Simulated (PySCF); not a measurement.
C2H8FNOSi. Atoms are numbered in the order given.

```xyz
14

C      1.6511    -0.4745     0.7983
Si     0.2511     0.2882    -0.1703
N     -0.2574     1.6957     0.6932
O      0.6212     0.6930    -1.7505
C     -1.0936    -1.0209    -0.4063
F     -1.4488    -1.4942     0.8657
H      2.1687    -1.2401     0.1985
H      1.2519    -0.9731     1.6971
H      2.3988     0.2688     1.1187
H     -1.1223     2.1711     0.4525
H     -0.0911     1.7521     1.6931
H      1.1525     1.4916    -1.8537
H     -1.9994    -0.6215    -0.9000
H     -0.7479    -1.8780    -1.0143
```

Geometry: r2SCAN-D4/def2-SVP. The structure was generated by enumeration; whether it is a known compound was not checked. The values are those of a single conformer.

These are PBE0/def2-TZVP run with PySCF values and carry that method's errors.

ESP charges are fitted to the potential on shells at 1.4 to 2.0 van der Waals radii. Atomic charges (e):

```csv
atom,ESP fit,Löwdin
C1,___,-0.44
Si2,1.11,0.00
N3,-1.16,-0.24
O4,___,-0.12
C5,-0.20,-0.40
F6,-0.24,0.05
H7,___,0.14
H8,___,0.14
H9,___,0.13
H10,___,0.16
H11,___,0.16
H12,0.45,0.18
H13,___,0.12
H14,___,0.12
```

Problem. Some entries are withheld; supply them. (Estimate from the structure and the level; the computed values follow.)

Solution. 
- C1, ESP fit: -0.83
- O4, ESP fit: -0.80
- H7, ESP fit: 0.19
- H8, ESP fit: 0.20
- H9, ESP fit: 0.20
- H10, ESP fit: 0.41
- H11, ESP fit: 0.41
- H13, ESP fit: 0.11
- H14, ESP fit: 0.13

Computed Mayer and Wiberg (Löwdin basis) orders of the bonds:
```csv
bond,Mayer,Wiberg
C1–Si2,0.99,1.17
Si2–N3,1.17,1.49
Si2–O4,1.22,1.61
Si2–C5,0.95,1.05
C5–F6,0.94,1.61
C1–H7,0.95,0.90
C1–H8,0.94,0.89
C1–H9,0.95,0.90
N3–H10,0.92,0.96
N3–H11,0.91,0.95
O4–H12,0.88,1.02
C5–H13,0.94,0.90
C5–H14,0.94,0.90
```
